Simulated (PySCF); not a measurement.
Molecule: `C#C[Si@H]([SiH3])C(C)C`, C5H12Si2.

Bonds (- single, = double, # triple, : aromatic): C1#C2, C2-Si3, Si3-Si4, Si3-C5, C5-C6, C5-C7. C1 carries H8; Si3 carries H9; Si4 carries H10, H11, H12; C5 carries H13; C6 carries H14, H15, H16; C7 carries H17, H18, H19. Stereochemistry as in C#C[Si@H]([SiH3])C(C)C.

Frames of a GFN2-xTB Langevin trajectory at 200 K; GIAO PBE0/pcSseg-1 shieldings in PySCF, gas phase, non-relativistic; equivalent atoms averaged within each frame.

Referencing at the same level of theory: TMS for $^{13}$C (186.93 ppm) and $^{29}$Si (349.16 ppm) and $^{1}$H (31.72 ppm). The references are static minima.

Problem. How do the shifts (ppm) fluctuate along the trajectory?

Solution. 
```tsv
time (fs)	C1	C2	C7	C5	C6	Si3	Si4	H9	H10/H11/H12	H8
250	105.6	89.2	27.6	18.5	16.9	-52.5	-117.2	5.03	3.70	2.44
425	111.7	90.4	20.2	25.3	21.0	-54.7	-123.6	4.68	3.61	2.61
625	108.3	87.7	26.4	25.7	19.9	-70.5	-127.8	4.69	3.36	2.99
800	105.7	93.5	26.4	23.4	17.5	-50.9	-121.3	5.10	3.95	2.53
1000	108.9	88.9	22.0	20.9	20.3	-60.0	-120.6	4.11	3.39	2.35
mean of frames	108.0	89.9	24.5	22.8	19.1	-57.7	-122.1	4.72	3.60	2.58
standard deviation	2.5	2.2	3.2	3.1	1.8	7.9	3.9	0.39	0.24	0.25
```

5 frames give an uncertainty of the mean of about the standard deviation over 2.2 at best, since frames this close in time may not be independent; classical motion lacks zero-point vibration, and the reference would need the same averaging.
